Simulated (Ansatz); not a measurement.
A short molecular-dynamics run on GaH₆NSSi, SMILES `N[SiH](S)[GaH2]`.

```yaml
crystal:
  periodic: [false, false, false]
  atoms:
    - {symbol: N, position_ang: [-1.490194, 0.502379, -1.136182]}
    - {symbol: Si, position_ang: [0.003178, -0.232850, -0.779179]}
    - {symbol: S, position_ang: [0.028022, -1.600841, 1.040404]}
    - {symbol: Ga, position_ang: [1.645924, 0.529916, 0.714153]}
    - {symbol: H, position_ang: [-1.792339, 1.334357, -0.658559]}
    - {symbol: H, position_ang: [-2.254100, 0.003737, -1.562519]}
    - {symbol: H, position_ang: [0.296812, -1.227312, -1.841465]}
    - {symbol: H, position_ang: [-0.722472, -0.774053, 1.787603]}
    - {symbol: H, position_ang: [3.101842, -0.016423, 0.564603]}
    - {symbol: H, position_ang: [1.183326, 1.481090, 1.871153]}
basis:
  gaussian: {orbitals: def2-SVP}
hamiltonian: {xc: {name: BLYP}, dispersion: d3bj}
md: {timestep: 1 fs, n_steps: 30, ensemble: nvt_nose_hoover, temperature: 1500, initial_velocities: maxwell_boltzmann, seed: 896}
```

```sh
$ ansatz run in.yaml --threads 2 --pin off --events-out ev --progress --plain --max-ram 32768MiB --backend cpu
```

```csv
step,time (fs),potential energy (eV),kinetic (eV),T (K),conserved (eV)
0,0.0,-72667.3009,1.5511,1500,-72665.7498
1,1.0,-72667.2010,1.4583,1410,-72665.7428
2,2.0,-72667.0571,1.3159,1273,-72665.7412
3,3.0,-72666.9000,1.1579,1120,-72665.7421
4,4.0,-72666.7269,0.9882,956,-72665.7388
5,5.0,-72666.5846,0.8490,821,-72665.7359
6,6.0,-72666.5180,0.7827,757,-72665.7358
7,7.0,-72666.5291,0.7916,766,-72665.7383
8,8.0,-72666.5786,0.8376,810,-72665.7422
9,9.0,-72666.6086,0.8669,838,-72665.7434
10,10.0,-72666.6069,0.8699,841,-72665.7392
11,11.0,-72666.6248,0.8868,858,-72665.7409
12,12.0,-72666.6391,0.8957,866,-72665.7469
13,13.0,-72666.5727,0.8324,805,-72665.7446
14,14.0,-72666.4539,0.7206,697,-72665.7384
15,15.0,-72666.3724,0.6432,622,-72665.7350
16,16.0,-72666.3817,0.6527,631,-72665.7356
17,17.0,-72666.4741,0.7423,718,-72665.7393
18,18.0,-72666.5928,0.8569,829,-72665.7446
19,19.0,-72666.6617,0.9251,895,-72665.7467
20,20.0,-72666.6651,0.9369,906,-72665.7397
21,21.0,-72666.7011,0.9761,944,-72665.7382
22,22.0,-72666.7857,1.0527,1018,-72665.7481
23,23.0,-72666.7896,1.0573,1022,-72665.7493
24,24.0,-72666.6833,0.9588,927,-72665.7434
25,25.0,-72666.5475,0.8300,803,-72665.7382
26,26.0,-72666.4599,0.7457,721,-72665.7365
27,27.0,-72666.4428,0.7272,703,-72665.7396
28,28.0,-72666.4478,0.7283,704,-72665.7451
29,29.0,-72666.4067,0.6933,670,-72665.7407
30,30.0,-72666.3969,0.6954,672,-72665.7306
```

Velocities are drawn at the set temperature; a run this short doesn't reach equilibrium.

Frames (Å, forces in eV/Å):

```xyz
10
time=0.0 fs
N    -1.490    0.502   -1.136    0.061    0.115   -0.197
Si    0.003   -0.233   -0.779    0.557    0.100   -0.287
S     0.028   -1.601    1.040    0.163   -0.838    0.246
Ga    1.646    0.530    0.714    0.153    0.202   -0.039
H    -1.792    1.334   -0.659   -0.235    0.601    0.336
H    -2.254    0.004   -1.563   -0.575   -0.341   -0.314
H     0.297   -1.227   -1.841    0.046   -0.173   -0.180
H    -0.722   -0.774    1.788   -0.298    0.287    0.298
H     3.102   -0.016    0.565    0.178   -0.066   -0.009
H     1.183    1.481    1.871   -0.050    0.112    0.146
10
time=1.0 fs
N    -1.499    0.494   -1.148    0.807   -1.092   -0.762
Si    0.000   -0.229   -0.770    0.526    0.080   -0.488
S     0.024   -1.599    1.036    0.208   -0.961    0.229
Ga    1.649    0.530    0.715   -0.561    0.525    0.071
H    -1.705    1.312   -0.644   -0.968    1.566    0.791
H    -2.253   -0.036   -1.560   -0.617    0.020   -0.095
H     0.329   -1.201   -1.844    0.055   -0.232   -0.127
H    -0.678   -0.769    1.820   -0.332    0.342    0.319
H     3.049   -0.016    0.516    0.845   -0.285   -0.039
H     1.157    1.482    1.868    0.037    0.038    0.101
10
time=2.0 fs
N    -1.507    0.486   -1.160    0.959   -1.220   -0.764
Si   -0.003   -0.225   -0.761    0.510    0.001   -0.732
S     0.021   -1.598    1.031    0.146   -0.950    0.343
Ga    1.653    0.530    0.716   -1.214    0.846    0.232
H    -1.627    1.305   -0.623   -1.299    1.391    0.607
H    -2.257   -0.076   -1.558   -0.478    0.461    0.201
H     0.362   -1.177   -1.848    0.052   -0.254   -0.035
H    -0.637   -0.760    1.856   -0.255    0.261    0.208
H     3.005   -0.018    0.467    1.444   -0.494   -0.107
H     1.131    1.484    1.866    0.134   -0.042    0.047
10
time=3.0 fs
N    -1.514    0.476   -1.173    0.973   -0.385   -0.153
Si   -0.006   -0.221   -0.753    0.502   -0.107   -0.993
S     0.017   -1.597    1.027    0.023   -0.835    0.564
Ga    1.656    0.530    0.717   -1.616    1.075    0.383
H    -1.561    1.311   -0.595   -1.512    0.317   -0.165
H    -2.266   -0.111   -1.555   -0.311    0.832    0.461
H     0.396   -1.155   -1.852    0.033   -0.245    0.085
H    -0.598   -0.749    1.894   -0.117    0.079   -0.011
H     2.974   -0.025    0.417    1.788   -0.614   -0.169
H     1.107    1.485    1.864    0.236   -0.117   -0.002
10
time=4.0 fs
N    -1.520    0.466   -1.185    1.107    0.560    0.546
Si   -0.008   -0.217   -0.745    0.495   -0.218   -1.249
S     0.014   -1.597    1.023   -0.101   -0.678    0.831
Ga    1.659    0.530    0.718   -1.638    1.139    0.448
H    -1.510    1.320   -0.569   -1.759   -0.739   -0.947
H    -2.278   -0.139   -1.547   -0.208    1.048    0.626
H     0.430   -1.136   -1.856   -0.003   -0.215    0.217
H    -0.561   -0.737    1.932    0.023   -0.137   -0.277
H     2.961   -0.037    0.365    1.750   -0.583   -0.162
H     1.084    1.484    1.862    0.334   -0.177   -0.033
10
time=5.0 fs
N    -1.526    0.457   -1.198    1.313    1.178    1.009
Si   -0.011   -0.213   -0.737    0.495   -0.320   -1.479
S     0.010   -1.596    1.019   -0.190   -0.537    1.080
Ga    1.661    0.530    0.719   -1.311    1.030    0.383
H    -1.476    1.321   -0.553   -1.973   -1.328   -1.408
H    -2.292   -0.156   -1.533   -0.192    1.093    0.689
H     0.464   -1.118   -1.857   -0.054   -0.175    0.341
H    -0.523   -0.727    1.967    0.123   -0.328   -0.525
H     2.964   -0.056    0.311    1.368   -0.400   -0.052
H     1.065    1.483    1.860    0.420   -0.214   -0.039
10
time=6.0 fs
N    -1.531    0.448   -1.210    1.494    1.431    1.185
Si   -0.013   -0.210   -0.729    0.511   -0.409   -1.665
S     0.006   -1.596    1.015   -0.226   -0.449    1.263
Ga    1.664    0.530    0.720   -0.795    0.810    0.203
H    -1.460    1.311   -0.549   -2.084   -1.425   -1.512
H    -2.308   -0.163   -1.513   -0.247    0.992    0.666
H     0.497   -1.103   -1.855   -0.113   -0.137    0.441
H    -0.484   -0.719    1.997    0.166   -0.456   -0.707
H     2.981   -0.078    0.258    0.807   -0.132    0.142
H     1.050    1.479    1.857    0.488   -0.225   -0.016
10
time=7.0 fs
N    -1.535    0.441   -1.221    1.569    1.312    1.059
Si   -0.015   -0.206   -0.723    0.545   -0.483   -1.795
S     0.002   -1.596    1.012   -0.214   -0.430    1.355
Ga    1.666    0.531    0.721   -0.258    0.554   -0.040
H    -1.465    1.286   -0.560   -2.067   -1.064   -1.272
H    -2.326   -0.160   -1.486   -0.328    0.789    0.583
H     0.529   -1.088   -1.849   -0.175   -0.108    0.506
H    -0.443   -0.716    2.020    0.154   -0.504   -0.798
H     3.005   -0.101    0.205    0.241    0.145    0.368
H     1.040    1.473    1.855    0.533   -0.211    0.033
10
time=8.0 fs
N    -1.538    0.434   -1.231    1.470    0.738    0.573
Si   -0.017   -0.203   -0.717    0.584   -0.525   -1.854
S    -0.001   -1.596    1.009   -0.162   -0.486    1.347
Ga    1.669    0.531    0.722    0.199    0.316   -0.298
H    -1.489    1.252   -0.584   -1.914   -0.226   -0.658
H    -2.347   -0.150   -1.453   -0.366    0.542    0.464
H     0.560   -1.075   -1.838   -0.233   -0.094    0.527
H    -0.401   -0.718    2.036    0.096   -0.468   -0.786
H     3.031   -0.123    0.156   -0.227    0.378    0.579
H     1.034    1.465    1.852    0.554   -0.176    0.105
10
time=9.0 fs
N    -1.539    0.428   -1.241    1.182   -0.255   -0.234
Si   -0.019   -0.199   -0.711    0.603   -0.510   -1.828
S    -0.005   -1.596    1.007   -0.082   -0.615    1.235
Ga    1.671    0.532    0.723    0.544    0.119   -0.536
H    -1.532    1.215   -0.613   -1.664    0.995    0.271
H    -2.372   -0.134   -1.416   -0.294    0.291    0.319
H     0.588   -1.062   -1.822   -0.284   -0.100    0.498
H    -0.358   -0.724    2.044    0.007   -0.350   -0.668
H     3.055   -0.141    0.113   -0.565    0.549    0.750
H     1.034    1.455    1.851    0.553   -0.124    0.193
10
time=10.0 fs
N    -1.540    0.421   -1.251    0.754   -1.114   -0.911
Si   -0.020   -0.196   -0.706    0.579   -0.425   -1.710
S    -0.009   -1.597    1.004    0.014   -0.807    1.026
Ga    1.674    0.533    0.724    0.784   -0.033   -0.741
H    -1.590    1.187   -0.640   -1.372    2.029    1.066
H    -2.400   -0.116   -1.376   -0.089    0.042    0.143
H     0.614   -1.051   -1.802   -0.321   -0.128    0.418
H    -0.315   -0.734    2.045   -0.100   -0.160   -0.452
H     3.074   -0.154    0.076   -0.782    0.659    0.874
H     1.040    1.444    1.852    0.534   -0.063    0.287
10
time=11.0 fs
N    -1.541    0.414   -1.261    0.120   -0.950   -0.762
Si   -0.022   -0.193   -0.702    0.509   -0.276   -1.502
S    -0.013   -1.597    1.003    0.108   -1.039    0.749
Ga    1.676    0.533    0.725    0.936   -0.140   -0.904
H    -1.662    1.180   -0.657   -0.949    2.002    1.026
H    -2.428   -0.098   -1.335    0.216   -0.210   -0.062
H     0.636   -1.041   -1.777   -0.339   -0.179    0.290
H    -0.273   -0.745    2.043   -0.206    0.077   -0.165
H     3.086   -0.161    0.049   -0.897    0.717    0.952
H     1.050    1.433    1.855    0.504   -0.001    0.378
10
time=12.0 fs
N    -1.541    0.406   -1.272   -0.848    0.214    0.163
Si   -0.023   -0.191   -0.698    0.410   -0.089   -1.223
S    -0.017   -1.598    1.001    0.180   -1.265    0.457
Ga    1.679    0.534    0.726    1.009   -0.201   -1.019
H    -1.743    1.191   -0.664   -0.225    0.948    0.196
H    -2.455   -0.081   -1.294    0.561   -0.456   -0.273
H     0.655   -1.032   -1.749   -0.336   -0.250    0.122
H    -0.232   -0.755    2.038   -0.291    0.315    0.137
H     3.088   -0.161    0.030   -0.928    0.731    0.988
H     1.065    1.421    1.862    0.468    0.052    0.453
10
time=13.0 fs
N    -1.542    0.398   -1.283   -1.942    1.462    1.115
Si   -0.024   -0.188   -0.695    0.295    0.110   -0.914
S    -0.021   -1.599    1.000    0.214   -1.420    0.228
Ga    1.682    0.535    0.727    1.006   -0.210   -1.070
H    -1.826    1.211   -0.669    0.661   -0.212   -0.683
H    -2.476   -0.069   -1.256    0.869   -0.681   -0.464
H     0.672   -1.026   -1.721   -0.315   -0.331   -0.065
H    -0.195   -0.763    2.036   -0.339    0.491    0.373
H     3.082   -0.154    0.020   -0.883    0.704    0.982
H     1.085    1.410    1.873    0.435    0.086    0.498
10
time=14.0 fs
N    -1.544    0.392   -1.293   -2.788    2.249    1.682
Si   -0.025   -0.185   -0.692    0.165    0.301   -0.626
S    -0.024   -1.601    0.998    0.210   -1.447    0.139
Ga    1.685    0.535    0.727    0.918   -0.158   -1.042
H    -1.903    1.230   -0.681    1.425   -0.926   -1.195
H    -2.489   -0.063   -1.222    1.055   -0.890   -0.614
H     0.685   -1.023   -1.692   -0.284   -0.405   -0.246
H    -0.161   -0.765    2.036   -0.351    0.545    0.468
H     3.068   -0.140    0.020   -0.758    0.635    0.931
H     1.109    1.400    1.889    0.407    0.095    0.502
10
time=15.0 fs
N    -1.548    0.387   -1.303   -3.187    2.569    1.881
Si   -0.026   -0.182   -0.689    0.021    0.465   -0.406
S    -0.028   -1.603    0.997    0.182   -1.324    0.216
Ga    1.688    0.536    0.728    0.728   -0.035   -0.918
H    -1.966    1.239   -0.704    1.934   -1.177   -1.352
H    -2.491   -0.066   -1.194    1.068   -1.094   -0.707
H     0.695   -1.024   -1.667   -0.257   -0.455   -0.393
H    -0.130   -0.763    2.041   -0.338    0.458    0.394
H     3.046   -0.120    0.029   -0.538    0.518    0.824
H     1.137    1.391    1.910    0.387    0.076    0.461
10
time=16.0 fs
N    -1.555    0.383   -1.310   -3.111    2.530    1.816
Si   -0.027   -0.179   -0.686   -0.127    0.585   -0.287
S    -0.032   -1.606    0.996    0.148   -1.084    0.423
Ga    1.691    0.536    0.728    0.418    0.161   -0.690
H    -2.010    1.237   -0.740    2.164   -1.076   -1.260
H    -2.484   -0.079   -1.173    0.910   -1.291   -0.734
H     0.703   -1.029   -1.645   -0.249   -0.463   -0.483
H    -0.102   -0.756    2.050   -0.320    0.260    0.188
H     3.019   -0.096    0.046   -0.203    0.344    0.652
H     1.168    1.382    1.935    0.371    0.033    0.375
10
time=17.0 fs
N    -1.563    0.382   -1.317   -2.598    2.123    1.529
Si   -0.027   -0.176   -0.684   -0.264    0.652   -0.280
S    -0.035   -1.609    0.995    0.124   -0.789    0.682
Ga    1.695    0.537    0.728   -0.019    0.428   -0.361
H    -2.034    1.225   -0.788    2.081   -0.653   -0.959
H    -2.468   -0.105   -1.159    0.649   -1.441   -0.695
H     0.709   -1.039   -1.627   -0.269   -0.421   -0.506
H    -0.078   -0.747    2.061   -0.312    0.015   -0.073
H     2.990   -0.067    0.069    0.256    0.112    0.409
H     1.203    1.374    1.964    0.352   -0.026    0.254
10
time=18.0 fs
N    -1.574    0.381   -1.322   -1.707    1.172    1.006
Si   -0.028   -0.172   -0.681   -0.378    0.665   -0.371
S    -0.039   -1.612    0.994    0.114   -0.503    0.918
Ga    1.698    0.538    0.728   -0.556    0.740    0.041
H    -2.038    1.207   -0.846    1.602    0.172   -0.422
H    -2.445   -0.144   -1.152    0.415   -1.447   -0.613
H     0.712   -1.053   -1.614   -0.317   -0.329   -0.467
H    -0.056   -0.737    2.071   -0.317   -0.216   -0.314
H     2.963   -0.038    0.096    0.820   -0.162    0.110
H     1.242    1.365    1.995    0.324   -0.092    0.113
10
time=19.0 fs
N    -1.585    0.382   -1.327   -0.549   -0.494    0.291
Si   -0.030   -0.168   -0.679   -0.461    0.635   -0.527
S    -0.042   -1.615    0.993    0.113   -0.269    1.082
Ga    1.701    0.538    0.728   -1.105    1.045    0.449
H    -2.027    1.190   -0.907    0.694    1.440    0.325
H    -2.419   -0.198   -1.150    0.337   -1.177   -0.524
H     0.712   -1.069   -1.606   -0.383   -0.200   -0.383
H    -0.037   -0.730    2.078   -0.332   -0.392   -0.484
H     2.945   -0.010    0.124    1.401   -0.435   -0.196
H     1.283    1.356    2.028    0.285   -0.154   -0.032
10
time=20.0 fs
N    -1.597    0.382   -1.332    0.534   -2.454   -0.302
Si   -0.031   -0.164   -0.677   -0.508    0.575   -0.707
S    -0.046   -1.618    0.993    0.116   -0.113    1.152
Ga    1.704    0.539    0.728   -1.505    1.263    0.766
H    -2.009    1.187   -0.966   -0.323    2.672    0.975
H    -2.389   -0.262   -1.153    0.416   -0.564   -0.455
H     0.708   -1.088   -1.602   -0.450   -0.054   -0.279
H    -0.022   -0.726    2.081   -0.352   -0.490   -0.560
H     2.939    0.013    0.151    1.838   -0.632   -0.426
H     1.328    1.345    2.060    0.234   -0.203   -0.163
10
time=21.0 fs
N    -1.609    0.381   -1.337    1.002   -3.369   -0.294
Si   -0.032   -0.160   -0.675   -0.525    0.495   -0.874
S    -0.049   -1.622    0.993    0.120   -0.043    1.121
Ga    1.707    0.540    0.728   -1.587    1.325    0.907
H    -1.994    1.210   -1.015   -0.765    2.671    1.027
H    -2.355   -0.333   -1.161    0.498    0.260   -0.402
H     0.700   -1.108   -1.600   -0.503    0.088   -0.175
H    -0.010   -0.727    2.078   -0.371   -0.504   -0.534
H     2.952    0.031    0.173    1.957   -0.688   -0.506
H     1.374    1.332    2.090    0.174   -0.236   -0.271
10
time=22.0 fs
N    -1.620    0.377   -1.342    0.891   -2.602    0.225
Si   -0.034   -0.156   -0.673   -0.529    0.404   -1.008
S    -0.053   -1.625    0.993    0.122   -0.062    0.990
Ga    1.710    0.542    0.729   -1.285    1.217    0.860
H    -1.987    1.258   -1.054   -0.503    1.074    0.545
H    -2.317   -0.400   -1.173    0.420    1.025   -0.346
H     0.687   -1.126   -1.600   -0.530    0.212   -0.086
H    -0.001   -0.732    2.070   -0.384   -0.431   -0.405
H     2.983    0.042    0.190    1.690   -0.587   -0.424
H     1.422    1.317    2.118    0.108   -0.251   -0.351
10
time=23.0 fs
N    -1.630    0.372   -1.347    0.826   -1.145    0.699
Si   -0.036   -0.151   -0.672   -0.541    0.316   -1.105
S    -0.056   -1.629    0.994    0.118   -0.162    0.763
Ga    1.712    0.543    0.729   -0.693    0.993    0.686
H    -1.984    1.317   -1.088   -0.107   -0.917    0.081
H    -2.274   -0.458   -1.188    0.142    1.518   -0.279
H     0.669   -1.143   -1.601   -0.526    0.307   -0.021
H     0.004   -0.742    2.058   -0.388   -0.277   -0.182
H     3.030    0.047    0.203    1.130   -0.384   -0.243
H     1.472    1.300    2.143    0.039   -0.248   -0.400
10
time=24.0 fs
N    -1.640    0.365   -1.351    1.106    0.099    0.907
Si   -0.038   -0.147   -0.671   -0.574    0.238   -1.163
S    -0.059   -1.632    0.995    0.109   -0.322    0.463
Ga    1.715    0.545    0.730    0.006    0.728    0.474
H    -1.982    1.367   -1.122    0.083   -2.332   -0.132
H    -2.230   -0.502   -1.205   -0.287    1.667   -0.206
H     0.646   -1.156   -1.601   -0.490    0.368    0.015
H     0.005   -0.755    2.044   -0.382   -0.060    0.111
H     3.088    0.049    0.214    0.462   -0.158   -0.048
H     1.522    1.280    2.164   -0.034   -0.228   -0.421
10
time=25.0 fs
N    -1.648    0.359   -1.355    1.651    0.955    0.926
Si   -0.040   -0.142   -0.671   -0.628    0.174   -1.184
S    -0.063   -1.636    0.996    0.096   -0.498    0.137
Ga    1.717    0.546    0.731    0.657    0.479    0.283
H    -1.980    1.394   -1.156    0.072   -3.005   -0.154
H    -2.189   -0.529   -1.225   -0.789    1.482   -0.143
H     0.618   -1.166   -1.602   -0.423    0.391    0.024
H     0.002   -0.768    2.031   -0.368    0.179    0.422
H     3.151    0.049    0.225   -0.160    0.038    0.102
H     1.571    1.258    2.181   -0.108   -0.194   -0.414
10
time=26.0 fs
N    -1.656    0.353   -1.358    2.321    1.415    0.863
Si   -0.042   -0.137   -0.671   -0.703    0.123   -1.164
S    -0.066   -1.640    0.997    0.088   -0.624   -0.137
Ga    1.720    0.548    0.731    1.180    0.268    0.132
H    -1.977    1.393   -1.192   -0.085   -2.994   -0.075
H    -2.155   -0.542   -1.246   -1.280    1.034   -0.105
H     0.586   -1.173   -1.603   -0.327    0.375    0.005
H    -0.004   -0.780    2.023   -0.352    0.372    0.672
H     3.212    0.050    0.237   -0.659    0.179    0.190
H     1.620    1.234    2.194   -0.182   -0.148   -0.382
10
time=27.0 fs
N    -1.663    0.349   -1.361    3.029    1.241    0.769
Si   -0.045   -0.132   -0.671   -0.797    0.086   -1.101
S    -0.069   -1.643    0.998    0.089   -0.631   -0.280
Ga    1.722    0.550    0.732    1.558    0.094    0.016
H    -1.974    1.363   -1.229   -0.397   -2.225    0.068
H    -2.134   -0.546   -1.268   -1.659    0.484   -0.110
H     0.552   -1.175   -1.603   -0.209    0.322   -0.037
H    -0.013   -0.787    2.021   -0.341    0.453    0.781
H     3.267    0.052    0.250   -1.019    0.266    0.220
H     1.667    1.208    2.203   -0.255   -0.090   -0.326
10
time=28.0 fs
N    -1.667    0.345   -1.363    3.751   -0.005    0.671
Si   -0.048   -0.128   -0.672   -0.906    0.061   -0.998
S    -0.072   -1.648    0.999    0.102   -0.490   -0.249
Ga    1.725    0.552    0.733    1.805   -0.048   -0.076
H    -1.976    1.312   -1.266   -0.943   -0.502    0.247
H    -2.128   -0.545   -1.291   -1.817    0.075   -0.159
H     0.515   -1.175   -1.604   -0.077    0.237   -0.098
H    -0.026   -0.791    2.026   -0.335    0.386    0.706
H     3.312    0.057    0.265   -1.255    0.311    0.208
H     1.711    1.182    2.209   -0.325   -0.025   -0.252
10
time=29.0 fs
N    -1.668    0.341   -1.364    4.403   -2.228    0.623
Si   -0.051   -0.123   -0.673   -1.024    0.041   -0.865
S    -0.076   -1.652    1.000    0.122   -0.226   -0.066
Ga    1.728    0.553    0.733    1.940   -0.164   -0.154
H    -1.986    1.256   -1.300   -1.706    1.895    0.382
H    -2.140   -0.543   -1.316   -1.684   -0.012   -0.226
H     0.477   -1.172   -1.606    0.060    0.132   -0.168
H    -0.042   -0.791    2.038   -0.328    0.195    0.473
H     3.346    0.064    0.283   -1.390    0.322    0.164
H     1.753    1.155    2.213   -0.392    0.044   -0.162
10
time=30.0 fs
N    -1.667    0.336   -1.365    4.459   -3.687    0.683
Si   -0.055   -0.118   -0.674   -1.125    0.010   -0.713
S    -0.079   -1.656    1.001    0.141    0.093    0.195
Ga    1.732    0.555    0.734    1.981   -0.258   -0.217
H    -2.013    1.218   -1.330   -2.158    3.263    0.358
H    -2.168   -0.541   -1.343   -1.284    0.190   -0.266
H     0.440   -1.169   -1.609    0.193    0.022   -0.231
H    -0.061   -0.789    2.055   -0.314   -0.056    0.158
H     3.366    0.075    0.302   -1.440    0.308    0.098
H     1.790    1.129    2.215   -0.453    0.114   -0.065
```

Hardware: 2 threads of an AMD EPYC 7R13 on a shared host. Wall time 60 s, peak host memory 0.19 GiB.
